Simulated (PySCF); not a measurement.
# Substituent effects on chemical shifts

Parent skeleton `[NH2:1][SiH2:2][SiH2:3][CH:4]([F:5])[F:6]`; one hydrogen on atom 4 is replaced by X. Hydrogens on one atom are averaged.

Computed data (PySCF 2.14.0 with density-fitted response routines): NMR shieldings at PBE0/pcSseg-1/GIAO, structure optimised with GFN2-xTB. Rapidly exchanging positions averaged, relativity neglected, one conformer, no solvent.

Scale: NH3 for $^{15}$N (σ = 267.73 ppm); $^{29}$Si (σ = 349.16 ppm), $^{13}$C (σ = 186.93 ppm), $^{1}$H (σ = 31.72 ppm) against TMS; $^{19}$F (σ = 170.95 ppm) against CFCl3 (reference shieldings calculated alike).

Parent (X = H): N1 -1.9, Si2 -51.6, Si3 -78.9, C4 129.1, F5/F6 -138.6, H(Si2) 5.32, H(Si3) 3.93 ppm. Effects are Δδ = δ(X) − δ(H), positive for deshielding.

Known members:
```json
{"X": "nPr", "N1": "+0.4", "Si2": "+0.7", "Si3": "+8.7", "C4": "+7.0", "F5/F6": "+12.4", "H(Si2)": "-0.01", "H(Si3)": "+0.03"}
{"X": "isopropenyl", "N1": "+0.5", "Si2": "+0.6", "Si3": "+15.0", "C4": "+6.7", "F5/F6": "+15.3", "H(Si2)": "+0.01", "H(Si3)": "+0.15"}
{"X": "CH3", "N1": "+0.5", "Si2": "+1.0", "Si3": "+8.5", "C4": "+7.0", "F5/F6": "+27.9", "H(Si2)": "-0.02", "H(Si3)": "+0.03"}
{"X": "CH2CN", "N1": "+2.4", "Si2": "-4.9", "Si3": "+7.7", "C4": "+5.0", "F5/F6": "+31.5", "H(Si2)": "-0.19", "H(Si3)": "+0.36"}
{"X": "C2H5", "N1": "-1.8", "Si2": "-6.8", "Si3": "+6.2", "C4": "+10.9", "F5/F6": "+28.5", "H(Si2)": "-0.14", "H(Si3)": "+0.10"}
```

Four more derivatives gave (Δδ, ppm):
```tsv
compound	N1	Si2	Si3	C4	F5/F6	H(Si2)	H(Si3)
1	-0.1	+0.1	+17.7	-4.5	+32.2	-0.04	+0.27
2	+0.3	+1.1	+4.9	+8.3	+25.0	-0.05	+0.08
3	+0.1	+0.5	+2.2	-0.8	-1.9	+0.04	+0.36
4	-1.6	-6.6	+15.5	+7.4	+13.9	-0.11	-0.03
```

Problem. Their substituents are CF3, allyl, propynyl, vinyl. Which is which?

Solution. 1: X = propynyl (CC#CC(F)(F)[SiH2][SiH2]N); 2: X = allyl (C=CCC(F)(F)[SiH2][SiH2]N); 3: X = CF3 (N[SiH2][SiH2]C(F)(F)C(F)(F)F); 4: X = vinyl (C=CC(F)(F)[SiH2][SiH2]N).

Unscaled 19F shifts against computed CFCl3 carry errors that often reach 10 to 50 ppm. Experimental scales use liquid or dissolved standards, which lie at an offset from isolated NH3 (liquid NH3: subtract about 20 ppm).
